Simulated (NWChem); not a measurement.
C₂H₅ClOSi; SMILES CC(=O)[SiH2]Cl

```xyz
10

C     -1.5884     1.4454    -0.0006
C     -0.0827     1.3387     0.0001
O      0.6537     2.3126     0.0014
Si     0.9028    -0.3248    -0.0008
Cl    -0.3197    -2.0185     0.0007
H     -2.0001     0.9418    -0.8850
H     -2.0032     0.9264     0.8733
H     -1.8913     2.4962     0.0075
H      1.7421    -0.3545    -1.2202
H      1.7446    -0.3541     1.2168
```
Atoms are numbered in this order, from 1.

Computed with NWChem. Structure relaxed at the B3LYP/6-31G* (spherical d) level.

What does the run give for CAM-B3LYP/def2-TZVP? Quantities: highest occupied level (eV); orbital gap (eV); dipole (D).

The highest occupied level (eV) is -8.68 and the orbital gap (eV) is 8.30. The dipole (D) comes out as 1.38.
